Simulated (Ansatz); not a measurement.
`N[SiH2][SiH](O)F` + `[OH][GeH3]` → `O[SiH](F)[O][GeH3]` + `N[SiH3]`  (cleavage of the Si–Si bond)

Program: Ansatz. Geometries: PBE0-D4/def2-TZVP. ΔE: electronic, gas phase. CCSD(T)/CBS adds triple-zeta CCSD(T) − MP2 to the extrapolated MP2 energy (def2 sets, frozen cores). This one scheme is used for every species. DFT in def2-TZVPP. For Ge outer-core shells are correlated without core-valence functions, which leaves a few kJ/mol of doubt a bond. Scalar relativity is left out up to krypton. One conformer a species, not always the lowest.

```
         level  ΔE (eV)
       PBE0-D4    -1.46
           PBE    -1.32
MP2/def2-TZVPP    -1.74
 MP2/CBS(def2)    -1.72
```

Task: What does CCSD(T)/CBS give? (An estimate is asked.)

Result: The calculation gave: -1.66 eV. The listed levels differ from it by 0.20, 0.34, -0.08, -0.06 eV.

Largest T1 diagnostic among the species: 0.012.

In def2-TZVPP, CCSD(T) changes the Hartree–Fock value by +0.32 eV (the triples alone add +0.05 eV) and MP2 by +0.26 eV. From PBE to PBE0 (25 % exact exchange), in def2-TZVPP and without D4, ΔE moves by −0.14 eV.
